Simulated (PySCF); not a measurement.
Gas-phase reaction: SnS + SF₃ = SnF₃ + 2 S

Energies from PySCF, thermal terms from the rigid-rotor harmonic-oscillator model, ideal gas at 1 bar. S°(298 K) at PBE0/def2-TZVP differs from the NASA 1993 table for SF₃ (+10 J/mol/K); whether the harmonic model or the table's entry is off was not settled. † marks an energy on the PBE0/def2-TZVP geometry and frequencies. MP2 and CCSD(T) freeze the core. Open shells (unrestricted): SF₃ (multiplicity 2), SnF₃ (multiplicity 2), S (multiplicity 3, electronic degeneracy 9); the rest are closed-shell singlets. Spin-orbit splitting is ignored; it lowers the true energy and changes the entropy of S. B3LYP is the form with VWN-RPA correlation. Sn: scalar-relativistic def2 core potential, no spin-orbit coupling. SnF₃: computed as isolated molecules; such fragments, hydroxides, amides, oligomers or adducts are transient or little studied in the gas. MP2 isn't extrapolated to the basis-set limit; its ΔH°(298 K) is 40.2 kJ in def2-SVP and 185.3 kJ in def2-TZVPP. CCSD(T) isn't extrapolated to the basis-set limit; its ΔH°(298 K) is 51.3 kJ in def2-SVP and 153.7 kJ in def2-TZVPP. The harmonic model lacks anharmonicity and excited electronic states, which grow with temperature; levels with a mode under 35 cm⁻¹ are left out. Warning, large T1 diagnostic: SnS (CCSD(T)/def2-TZVPP†).

| level | ΔE electronic, kJ | ΔH°(298 K), kJ | ΔS°(298 K), J/K | ΔG°(2500 K), kJ |
|---|---|---|---|---|
| B3LYP/def2-TZVP† | 208 | 205 | 117 | -111 |
| CCSD(T)/def2-TZVPP† | 157 | 154 | 117 | -163 |
| M06-2X/def2-TZVP† | 152 | 150 | 117 | -167 |
| MP2/def2-SVP† | 43 | 40 | 117 | -276 |
| MP2/def2-TZVPP† | 188 | 185 | 117 | -131 |
| PBE0/def2-QZVP† | 223 | 221 | 117 | -96 |
| r2SCAN/def2-TZVP† | 230 | 228 | 117 | -89 |
| LDA/def2-TZVP† | 423 | 420 | 117 | 104 |
| ωB97M-V/def2-TZVP† | 215 | 212 | 117 | -104 |
| ωB97X-V/def2-TZVP† | 199 | 196 | 117 | -120 |
ΔH° is lowest at MP2/def2-SVP† and highest at LDA/def2-TZVP†. No reference value is set beside these.
